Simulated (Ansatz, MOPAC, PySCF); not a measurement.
System: BH$_{2}$ (charge 0, doublet). SMILES: [BH2]
Geometry: optimised at B3LYP-D3(BJ)/def2-TZVP (Ansatz, an electronic-structure program).

Wanted: vertical ionisation energy to the singlet, in eV. Terms: 6-311+G** with 5d; 6-31G* and kin with 6d, 5d where marked; each state is the SCF solution reached for its charge and spin; frozen cores in correlated levels; PM7 with its own dispersion and hydrogen-bond terms; dispersion terms only where a functional's name holds one; non-relativistic; open shells spin-unrestricted; no spin-orbit coupling. CBS marks a two-point X^-3 extrapolation of the correlation energy; Hartree-Fock from the larger set. First-principles rows: single points at B3LYP-D3(BJ) geometries (Ansatz). Semi-empirical rows: differences of heats of formation at the shared geometry for vertical values.

Coupled cluster (Ansatz) is a level with limits of its own, used here on species with T1 under 0.025 (0.045 for open shells) and stable references: CCSD(T)/CBS(aug-cc-pVTZ,aug-cc-pVQZ).

Value to compare with, CCSD(T)/CBS(aug-cc-pVTZ,aug-cc-pVQZ) (Ansatz): 9.00 eV.

| level | program | vertical ionisation energy to the singlet (eV) | difference |
|---|---|---|---|
| PM7 | MOPAC | 7.07 | -1.93 |
| HF/6-311+G** | Ansatz | 8.58 | -0.42 |
| PBE/6-31G* | Ansatz | 9.09 | 0.09 |
| PBE/6-311+G** | Ansatz | 9.20 | 0.20 |
| B3LYP/STO-3G | Ansatz | 8.02 | -0.98 |
| B3LYP/6-31G* | Ansatz | 9.09 | 0.09 |
| B3LYP/6-311+G** | Ansatz | 9.20 | 0.20 |
| M06-2X/6-31G* (5d) | PySCF | 8.90 | -0.10 |
| MP2/6-311+G** | Ansatz | 8.85 | -0.15 |
| wB97X-V/def2-TZVPD | Ansatz | 9.00 | 0.00 |

Among the 9 habitual levels, PM7 lies farthest from CCSD(T)/CBS(aug-cc-pVTZ,aug-cc-pVQZ) (Ansatz) (-1.93 eV); 4 of 9 lie above it, and their mean absolute difference is 0.46 eV, the median 0.20. One case shows no general order.

The levels are drawn from those run, B3LYP/6-31G* more often than the rest, none by its result; runs whose electronic state is in doubt are left out.
